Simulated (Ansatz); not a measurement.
All numbers were calculated with Ansatz.

Basis-set series for C₅H₂BF₇O₃, SMILES `O[B-]1(F)OC(C(F)(F)F)=CC(C(F)(F)F)=[O+]1`. Total charge 0; spin multiplicity 1. The structure was optimised at the PBE0-D4/def2-TZVP level. It is one conformer, not always the lowest.

```tsv
functional	basis	functions	energy (Eh)	HOMO (eV)	LUMO (eV)
PBE0-D4	def2-TZVPP	524	-1140.69307	-8.90	-3.60
PBE0-D4	def2-QZVPP	972	-1140.74990	-8.93	-3.63
ωB97M-V	def2-TZVPP	524	-1141.55782	-11.04	-1.46
ωB97M-V	def2-QZVPP	972	-1141.61057	-11.07	-1.51
```

(1) Give the rows for def2-SVP. (Best estimate.)

Answers

(1) The calculation gave: 
```tsv
functional	basis	functions	energy (Eh)	HOMO (eV)	LUMO (eV)
PBE0-D4	def2-SVP	234	-1139.35003	-8.86	-3.51
ωB97M-V	def2-SVP	234	-1140.18931	-10.97	-1.34
```
